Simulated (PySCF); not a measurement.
## [HfF3(H2O)2]+: from a saddle point downhill

PySCF 2.14.0, RKS B3LYP, Hf def2-SVP with ECP60, F def2-SVP, O def2-SVP, H def2-SVP; non-relativistic Hamiltonian with scalar-relativistic core potentials where named; density fitting; no spin-orbit coupling. Relaxed within the symmetry of its start, the geometry (C2v) is

```xyz
10

Hf   -0.0227    0.0000    0.0000
F    -1.0565    0.0000    1.5924
F    -1.0565    0.0000   -1.5924
F     1.8902    0.0000    0.0000
O     0.2207    2.2055    0.0000
H     1.0905    2.6461    0.0000
H    -0.4668    2.8961    0.0000
O     0.2207   -2.2055    0.0000
H    -0.4668   -2.8961    0.0000
H     1.0905   -2.6461    0.0000
```

and its lowest harmonic modes are -42, 85, 87, 122, 139, 140 cm⁻¹ (negative: unstable). It was moved along the lowest mode and relaxed again, within the group Cs that the move left.

Task: Where does it end, and how much lower?

Result: In Cs, nearly C2v, 0.012 eV lower, after 17 steps:
```xyz
10

Hf    0.0304    0.0000   -0.1686
F    -1.1319    0.0000    1.3477
F    -0.8289    0.0000   -1.8552
F     1.9384    0.0000   -0.2407
O     0.2004    2.1844    0.1629
H     0.9412    2.7492   -0.1238
H    -0.4239    2.7346    0.6703
O     0.2004   -2.1844    0.1629
H    -0.4239   -2.7346    0.6703
H     0.9412   -2.7492   -0.1238
```

Task: How do the contacts change?

Result: 
| contact | saddle (Å) | end (Å) |
| --- | --- | --- |
| Hf1–F2 (F) | 1.899 | 1.911 |
| Hf1–F3 (F) | 1.899 | 1.893 |
| Hf1–F4 (F) | 1.913 | 1.909 |
| Hf1–O5 (H2O) | 2.219 | 2.216 |
| Hf1–O8 (H2O) | 2.219 | 2.216 |


Task: Is the end a minimum?

Result: Yes; lowest modes 63, 72, 104, 125, 151, 154 cm⁻¹.

State: singlet.
